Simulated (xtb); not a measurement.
IrO4, SMILES [O]=[Ir+](=[O])(=[O])=[O], charge +1, multiplicity 1. All values are semi-empirical tight-binding results from xtb (GFN2-xTB unless named), good for trends rather than for accurate numbers. The structure is a stationary point at GFN2-xTB. The multiplicity is an assumed one; other spin states were not compared.

For metal compounds this method's bond lengths and energies can be far off.

Computed properties:
- point group as xtb finds it: Td
- orbital gap: 2.85 eV
- zero-point energy: 7.0 kcal/mol
- G − E(el) at 298.15 K (modified RRHO): -10.5 kcal/mol
